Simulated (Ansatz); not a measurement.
Reaction (cleavage of the Ge–Si bond): `F[SiH2][GeH]([F])[Cl]` + CH₃NH₂ → `C[NH][GeH]([F])[Cl]` + `F[SiH3]`

Calculated with Ansatz (gas phase, PBE0-D4/def2-TZVP geometries, no zero-point term in ΔE). CCSD(T)/CBS is the MP2 limit (def2-TZVPP, def2-QZVPP) plus CCSD(T) − MP2 in def2-TZVPP, frozen cores. This one scheme is used for every species. DFT in def2-TZVPP. B3LYP here is the variant with VWN-RPA as its local correlation; programs differ in this. For Ge outer-core shells are correlated without core-valence functions, which leaves a few kJ/mol of doubt a bond. Scalar relativity is left out up to krypton. Each species was taken in one conformer, which may not be the lowest.

```json
{"level": "PBE-D4", "ΔE (kJ/mol)": "-6.6", "difference from CCSD(T)/CBS": "19.6"}
{"level": "r2SCAN-D4", "ΔE (kJ/mol)": "-18.8", "difference from CCSD(T)/CBS": "7.4"}
{"level": "PBE0-D4", "ΔE (kJ/mol)": "-12.5", "difference from CCSD(T)/CBS": "13.7"}
{"level": "B3LYP-D4", "ΔE (kJ/mol)": "-17.5", "difference from CCSD(T)/CBS": "8.7"}
{"level": "ωB97X-V", "ΔE (kJ/mol)": "-23.5", "difference from CCSD(T)/CBS": "2.7"}
{"level": "ωB97M-V", "ΔE (kJ/mol)": "-23.5", "difference from CCSD(T)/CBS": "2.7"}
{"level": "B2PLYP", "ΔE (kJ/mol)": "-25.0", "difference from CCSD(T)/CBS": "1.2"}
{"level": "PBE", "ΔE (kJ/mol)": "-5.5", "difference from CCSD(T)/CBS": "20.7"}
{"level": "r2SCAN", "ΔE (kJ/mol)": "-18.3", "difference from CCSD(T)/CBS": "7.9"}
{"level": "PBE0", "ΔE (kJ/mol)": "-11.6", "difference from CCSD(T)/CBS": "14.6"}
{"level": "B3LYP", "ΔE (kJ/mol)": "-15.9", "difference from CCSD(T)/CBS": "10.3"}
{"level": "HF/def2-TZVPP", "ΔE (kJ/mol)": "-35.0", "difference from CCSD(T)/CBS": "-8.8"}
{"level": "MP2/def2-TZVPP", "ΔE (kJ/mol)": "-37.4", "difference from CCSD(T)/CBS": "-11.2"}
{"level": "SCS-MP2/def2-TZVPP", "ΔE (kJ/mol)": "-37.4", "difference from CCSD(T)/CBS": "-11.2"}
{"level": "CCSD/def2-TZVPP", "ΔE (kJ/mol)": "-30.7", "difference from CCSD(T)/CBS": "-4.5"}
{"level": "CCSD(T)/def2-TZVPP", "ΔE (kJ/mol)": "-30.9", "difference from CCSD(T)/CBS": "-4.7"}
{"level": "HF/def2-QZVPP", "ΔE (kJ/mol)": "-34.8", "difference from CCSD(T)/CBS": "-8.6"}
{"level": "MP2/def2-QZVPP", "ΔE (kJ/mol)": "-34.6", "difference from CCSD(T)/CBS": "-8.4"}
{"level": "SCS-MP2/def2-QZVPP", "ΔE (kJ/mol)": "-34.9", "difference from CCSD(T)/CBS": "-8.7"}
{"level": "HF/CBS(def2)", "ΔE (kJ/mol)": "-34.7", "difference from CCSD(T)/CBS": "-8.5"}
{"level": "MP2/CBS(def2)", "ΔE (kJ/mol)": "-32.7", "difference from CCSD(T)/CBS": "-6.5"}
{"level": "CCSD/CBS(def2)", "ΔE (kJ/mol)": "-26.0", "difference from CCSD(T)/CBS": "0.2"}
{"level": "CCSD(T)/CBS", "ΔE (kJ/mol)": "-26.2", "difference from CCSD(T)/CBS": "0"}
```

Largest T1 diagnostic among the species: 0.012.

From PBE to PBE0 (25 % exact exchange), in def2-TZVPP and without D4, ΔE moves by −6.2 kJ/mol.
